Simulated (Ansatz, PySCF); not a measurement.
The pair A = CH3F (SMILES CF) (first 5 atoms), B = CH6Si (SMILES C[SiH3]); geometry from B3LYP-D3(BJ)/def2-TZVP.
(charge 0, multiplicity 1):
```xyz
13

C     -0.6817     0.4925    -0.3017
F      0.3161    -0.2714     0.2995
H     -0.4888     0.5315    -1.3741
H     -1.6455     0.0230    -0.1049
H     -0.6574     1.4946     0.1264
C      1.0625    -0.9697     3.5276
Si    -0.3408     0.2698     3.4890
H      1.9275    -0.5611     4.0532
H      1.3653    -1.2261     2.5122
H      0.7583    -1.8849     4.0389
H     -0.7616     0.6256     4.8683
H     -1.5249    -0.2798     2.7843
H      0.0650     1.5218     2.8045
```

Correlated levels freeze the cores. Rows in 6-31G* carry no dispersion term and start afresh at each structure (6-31G* with six Cartesian d functions).

The values were computed with Ansatz (an electronic-structure program) with Gaussian orbitals; PySCF for 6-31G* rows. Each number belongs to the level named beside it.

Total energies (hartree), monomers frozen at their geometry in the pair:

```
structure              B3LYP/6-31G*  MP2/aug-cc-pV(D+d)Z  CCSD(T)/aug-cc-pV(D+d)Z
---------------------  ------------  -------------------  -----------------------
AB                     -470.9484274         -469.9921820             -470.0740222
A in the pair's basis  -139.7375777         -139.4177919             -139.4476070
B in the pair's basis  -331.2109038         -330.5716890             -330.6235985
A                      -139.7336853         -139.4168831             -139.4466325
B                      -331.2106714         -330.5708483             -330.6227299
```

Task: Work out the interaction energy without and with the counterpoise correction, and the superposition error, for each level.

Result: 
E(AB) − E(A) − E(B), times 627.509 kcal/mol, with the monomers in their own basis and then in the pair's basis:
- B3LYP/6-31G*: -2.55 uncorrected, 0.03 corrected; the monomers gain 2.59 kcal/mol from borrowed functions
- MP2/aug-cc-pV(D+d)Z: -2.79 uncorrected, -1.69 corrected; the monomers gain 1.10 kcal/mol from borrowed functions
- CCSD(T)/aug-cc-pV(D+d)Z: -2.92 uncorrected, -1.77 corrected; the monomers gain 1.16 kcal/mol from borrowed functions
